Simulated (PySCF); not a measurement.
Start geometry of `c1(c2n[se]nc2ccc1)Cl` from GFN2-xTB (Å):
```
atom  x, y, z in Å
Cl1   -0.322    3.083   -0.180
C2    -0.333    1.368   -0.075
C3    -1.504    0.666    0.003
C4    -1.506   -0.742    0.091
C5    -0.349   -1.466    0.100
C6     0.877   -0.776    0.019
N7     2.083   -1.333    0.016
Se8    3.293   -0.078   -0.098
N9     2.106    1.201   -0.140
C10    0.895    0.667   -0.070
H11   -2.443    1.197   -0.001
H12   -2.458   -1.247    0.151
H13   -0.342   -2.541    0.167
```

Question: What comes out of this run: PBE0-D3(BJ)/def2-SVP geometry optimisation, gas phase in PySCF 2.14.0?

Answer: 
```
atom  x, y, z in Å
Cl1   -0.0931    3.6116    0.0092
C2    -0.1017    1.8961    0.1181
C3    -1.2688    1.1875    0.1920
C4    -1.2649   -0.2394    0.2824
C5    -0.1065   -0.9631    0.3005
C6     1.1372   -0.2642    0.2260
N7     2.3272   -0.8446    0.2350
Se8    3.5327    0.4533    0.1214
N9     2.3400    1.7660    0.0653
C10    1.1515    1.1960    0.1315
H11   -2.2173    1.7270    0.1814
H12   -2.2273   -0.7531    0.3383
H13   -0.0980   -2.0512    0.3693
```

The energy falls by 8.3 kJ/mol over 6 energy and gradient evaluations, the largest force component goes from 0.0239 to 3.4e-04 Eh/bohr, and the atoms move by 0.022 Å rms after alignment. Among the bonds, N7–Se8 and Se8–N9 change most and about equally (+0.028 to +0.029 Å). Bonds longer at the end by more than 0.005 Å: 9 of 14; shorter: 1. Among the angles that change most is Se8–N9–C10, from 108.9° to 106.5°. Rotational constants go from 1496, 632.3, 444.4 to 1473, 631.0, 441.8 MHz. The orientation of the end geometry is arbitrary; only internal coordinates are fixed.

The run used 177 basis functions and 45 SCF cycles in all.

Whether it is a minimum is left open (no frequencies).
